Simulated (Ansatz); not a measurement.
Harmonic vibrations of C2H3InS, SMILES `C1=[CH][InH][S]1` by finite differences.

```yaml
crystal:
  periodic: [false, false, false]
  atoms:
    - {symbol: C, position_ang: [-0.916217, 0.555408, -0.365904]}
    - {symbol: C, position_ang: [-0.038610, 0.682155, 0.639510]}
    - {symbol: In, position_ang: [1.125059, -1.008064, 0.124941]}
    - {symbol: S, position_ang: [-0.730458, -0.785755, -1.513039]}
    - {symbol: H, position_ang: [-1.755984, 1.229244, -0.537014]}
    - {symbol: H, position_ang: [-0.069097, 1.465017, 1.387421]}
    - {symbol: H, position_ang: [2.385308, -2.138014, 0.264094]}
basis:
  gaussian: {orbitals: def2-TZVP}
hamiltonian: {xc: pbe0, dispersion: d4}
phonons: {temperatures: {t_min: 298.15, t_max: 900, t_step: 200}}
```

```sh
$ ansatz run in.yaml --threads 2 --pin off --events-out ev --progress --plain --max-ram 4352MiB
```

It prints (some lines left out):

```
Functional definition: PBE0
mean field -18125.90301156 eV, -666.1146494964 hartree, gradient 2.8e-5 eV, S^2 0.000000; 0 other end points of the search recorded, 0 dependent functions left out
mean field -18125.90288598 eV, -666.1146448817 hartree, gradient 1.4e-6 eV, S^2 0.000000; 0 other end points of the search recorded, 0 dependent functions left out
mean field -18125.90281481 eV, -666.1146422659 hartree, gradient 1.4e-6 eV, S^2 0.000000; 0 other end points of the search recorded, 0 dependent functions left out
mean field -18125.90287483 eV, -666.1146444717 hartree, gradient 1.4e-6 eV, S^2 0.000000; 0 other end points of the search recorded, 0 dependent functions left out
mean field -18125.90294507 eV, -666.1146470531 hartree, gradient 1.4e-6 eV, S^2 0.000000; 0 other end points of the search recorded, 0 dependent functions left out
mean field -18125.90288620 eV, -666.1146448897 hartree, gradient 1.4e-6 eV, S^2 0.000000; 0 other end points of the search recorded, 0 dependent functions left out
mean field -18125.90287452 eV, -666.1146444603 hartree, gradient 1.4e-6 eV, S^2 0.000000; 0 other end points of the search recorded, 0 dependent functions left out
mean field -18125.90289887 eV, -666.1146453551 hartree, gradient 1.4e-6 eV, S^2 0.000000; 0 other end points of the search recorded, 0 dependent functions left out
mean field -18125.90292952 eV, -666.1146464818 hartree, gradient 1.4e-6 eV, S^2 0.000000; 0 other end points of the search recorded, 0 dependent functions left out
mean field -18125.90292358 eV, -666.1146462632 hartree, gradient 1.4e-6 eV, S^2 0.000000; 0 other end points of the search recorded, 0 dependent functions left out
mean field -18125.90288319 eV, -666.1146447788 hartree, gradient 1.4e-6 eV, S^2 0.000000; 0 other end points of the search recorded, 0 dependent functions left out
mean field -18125.90285290 eV, -666.1146436657 hartree, gradient 1.4e-6 eV, S^2 0.000000; 0 other end points of the search recorded, 0 dependent functions left out
mean field -18125.90284596 eV, -666.1146434108 hartree, gradient 1.4e-6 eV, S^2 0.000000; 0 other end points of the search recorded, 0 dependent functions left out
mean field -18125.90291803 eV, -666.1146460591 hartree, gradient 1.4e-6 eV, S^2 0.000000; 0 other end points of the search recorded, 0 dependent functions left out
mean field -18125.90299036 eV, -666.1146487174 hartree, gradient 1.4e-6 eV, S^2 0.000000; 0 other end points of the search recorded, 0 dependent functions left out
mean field -18125.90298493 eV, -666.1146485178 hartree, gradient 1.4e-6 eV, S^2 0.000000; 0 other end points of the search recorded, 0 dependent functions left out
mean field -18125.90293746 eV, -666.1146467732 hartree, gradient 1.4e-6 eV, S^2 0.000000; 0 other end points of the search recorded, 0 dependent functions left out
mean field -18125.90298155 eV, -666.1146483936 hartree, gradient 1.4e-6 eV, S^2 0.000000; 0 other end points of the search recorded, 0 dependent functions left out
mean field -18125.90300752 eV, -666.1146493482 hartree, gradient 1.4e-6 eV, S^2 0.000000; 0 other end points of the search recorded, 0 dependent functions left out
mean field -18125.90298362 eV, -666.1146484699 hartree, gradient 1.4e-6 eV, S^2 0.000000; 0 other end points of the search recorded, 0 dependent functions left out
mean field -18125.90300014 eV, -666.1146490769 hartree, gradient 1.4e-6 eV, S^2 0.000000; 0 other end points of the search recorded, 0 dependent functions left out
mean field -18125.90296706 eV, -666.1146478611 hartree, gradient 1.4e-6 eV, S^2 0.000000; 0 other end points of the search recorded, 0 dependent functions left out
mean field -18125.90298082 eV, -666.1146483667 hartree, gradient 1.4e-6 eV, S^2 0.000000; 0 other end points of the search recorded, 0 dependent functions left out
mean field -18125.90294724 eV, -666.1146471330 hartree, gradient 1.4e-6 eV, S^2 0.000000; 0 other end points of the search recorded, 0 dependent functions left out
mean field -18125.90298006 eV, -666.1146483390 hartree, gradient 1.4e-6 eV, S^2 0.000000; 0 other end points of the search recorded, 0 dependent functions left out
mean field -18125.90295227 eV, -666.1146473175 hartree, gradient 1.4e-6 eV, S^2 0.000000; 0 other end points of the search recorded, 0 dependent functions left out
mean field -18125.90293902 eV, -666.1146468307 hartree, gradient 1.4e-6 eV, S^2 0.000000; 0 other end points of the search recorded, 0 dependent functions left out
mean field -18125.90296740 eV, -666.1146478737 hartree, gradient 1.4e-6 eV, S^2 0.000000; 0 other end points of the search recorded, 0 dependent functions left out
mean field -18125.90296281 eV, -666.1146477051 hartree, gradient 1.4e-6 eV, S^2 0.000000; 0 other end points of the search recorded, 0 dependent functions left out
mean field -18125.90300371 eV, -666.1146492079 hartree, gradient 1.4e-6 eV, S^2 0.000000; 0 other end points of the search recorded, 0 dependent functions left out
mean field -18125.90299009 eV, -666.1146487074 hartree, gradient 1.4e-6 eV, S^2 0.000000; 0 other end points of the search recorded, 0 dependent functions left out
mean field -18125.90300473 eV, -666.1146492456 hartree, gradient 1.4e-6 eV, S^2 0.000000; 0 other end points of the search recorded, 0 dependent functions left out
mean field -18125.90299929 eV, -666.1146490455 hartree, gradient 1.4e-6 eV, S^2 0.000000; 0 other end points of the search recorded, 0 dependent functions left out
mean field -18125.90295832 eV, -666.1146475401 hartree, gradient 1.4e-6 eV, S^2 0.000000; 0 other end points of the search recorded, 0 dependent functions left out
mean field -18125.90294492 eV, -666.1146470476 hartree, gradient 1.4e-6 eV, S^2 0.000000; 0 other end points of the search recorded, 0 dependent functions left out
mean field -18125.90296318 eV, -666.1146477186 hartree, gradient 1.4e-6 eV, S^2 0.000000; 0 other end points of the search recorded, 0 dependent functions left out
mean field -18125.90294502 eV, -666.1146470513 hartree, gradient 1.4e-6 eV, S^2 0.000000; 0 other end points of the search recorded, 0 dependent functions left out
mean field -18125.90300363 eV, -666.1146492051 hartree, gradient 1.4e-6 eV, S^2 0.000000; 0 other end points of the search recorded, 0 dependent functions left out
mean field -18125.90297392 eV, -666.1146481132 hartree, gradient 1.4e-6 eV, S^2 0.000000; 0 other end points of the search recorded, 0 dependent functions left out
mean field -18125.90298150 eV, -666.1146483916 hartree, gradient 1.4e-6 eV, S^2 0.000000; 0 other end points of the search recorded, 0 dependent functions left out
mean field -18125.90300336 eV, -666.1146491952 hartree, gradient 1.4e-6 eV, S^2 0.000000; 0 other end points of the search recorded, 0 dependent functions left out
mean field -18125.90301344 eV, -666.1146495654 hartree, gradient 1.4e-6 eV, S^2 0.000000; 0 other end points of the search recorded, 0 dependent functions left out
mean field -18125.90300507 eV, -666.1146492579 hartree, gradient 1.4e-6 eV, S^2 0.000000; 0 other end points of the search recorded, 0 dependent functions left out
Total energy: -18126.05671743 eV, -666.1202980830 hartree
Atom 0 at    -0.916217     0.555408    -0.365904 Å, force    -0.001069    -0.002182    -0.001045 eV/Å
Atom 1 at    -0.038610     0.682155     0.639510 Å, force    -0.004618     0.002559    -0.002632 eV/Å
Atom 2 at     1.125059    -1.008064     0.124941 Å, force     0.000827    -0.001652    -0.000974 eV/Å
Atom 3 at    -0.730458    -0.785755    -1.513039 Å, force     0.001851    -0.000733     0.000579 eV/Å
Atom 4 at    -1.755984     1.229244    -0.537014 Å, force     0.002715     0.001122     0.002934 eV/Å
Atom 5 at    -0.069097     1.465017     1.387421 Å, force     0.000909     0.000313     0.001109 eV/Å
Atom 6 at     2.385308    -2.138014     0.264094 Å, force    -0.000614     0.000572     0.000029 eV/Å
Dipole moment:     0.412387     0.006968     0.420186 e Å
Vibrations: 228.93 259.22 384.78 452.64 455.87 653.51 688.87 746.38 948.34 1048.15 1240.56 1535.40 1870.06 3131.10 3210.22 cm⁻¹, zero-point energy 1.044817 eV
```

It took 2.5 min on 2 threads of an Arm Neoverse V1 on a shared host, with 0.41 GiB of host memory at the peak.
